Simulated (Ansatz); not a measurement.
One geometry of Zn₃, several levels of theory.

```yaml
crystal:
  periodic: [false, false, false]
  atoms:
    - {symbol: Zn, position_ang: [0.467174, 1.630003, 0.173502]}
    - {symbol: Zn, position_ang: [-1.439047, -0.390812, -0.825307]}
    - {symbol: Zn, position_ang: [0.971872, -1.239191, 0.651805]}
basis:
  gaussian: {orbitals: def2-TZVP, initial_orbitals: start.molden}
magnetization: {spin_polarized: true, initial_magnetization: 0}
hamiltonian: {xc: pbe0}
output: {orbitals: {seedname: orbitals}}
```

The file start.molden holds the orbitals of an earlier run on this structure, at another level or in another basis.

```sh
$ ansatz run in.yaml --threads 4 --pin off --events-out ev --progress --plain --max-ram 3916MiB
```

It prints (some lines left out):

```
Functional definition: PBE0
1227 factors; integrals over basis functions are off by at most 3.6e-4 eV
mean field evaluation 1: about -145236.2106 eV, gradient 1.1e2 eV
mean field evaluation 2: about -145238.8466 eV, gradient 5.5e0 eV
mean field evaluation 4: about -145239.2198 eV, gradient 4.8e-1 eV
mean field evaluation 8: about -145239.2210 eV, gradient 1.8e-5 eV
mean field evaluation 16: about -145239.2210 eV, gradient 1.7e-2 eV
mean field -145239.22096877 eV, -5337.4429239226 hartree, gradient 1.8e-5 eV, S^2 0.000000; 1 other end points of the search recorded, 0 dependent functions left out
reference -145239.22099387 eV, -5337.4429248449 hartree; 45, 45 occupied and 99, 99 virtual orbitals, 1227 factors
Total energy: -145239.22099387 eV, -5337.4429248449 hartree
```

It took 2.5 s on 4 threads of AMD EPYC 9B45 on a shared host, peak host memory 0.55 GiB.

First input, but with `hamiltonian: {xc: r2scan}`, `scf: {omitted_lower_state_checks: [starts]}` (abridged; 1.7 s):

```
Functional definition: r2SCAN
mean field -145258.10317526 eV, -5338.1368322121 hartree, gradient 1.6e-5 eV, S^2 0.000000
Total energy: -145258.10319377 eV, -5338.1368328926 hartree
Checks for a lower state left out: starts
```

As the first input, with `hamiltonian: {xc: pbe}`, `scf: {omitted_lower_state_checks: [starts]}` (abridged; 0.65 s):

```
Functional definition: PBE
mean field -145238.12394906 eV, -5337.4026091918 hartree, gradient 1.1e-5 eV, S^2 0.000000
Total energy: -145238.12398368 eV, -5337.4026104640 hartree
Checks for a lower state left out: starts
```

Geometry: PBE0/def2-TZVP, that of the neutral singlet.

The structure comes from a short search, and lower isomers may exist.
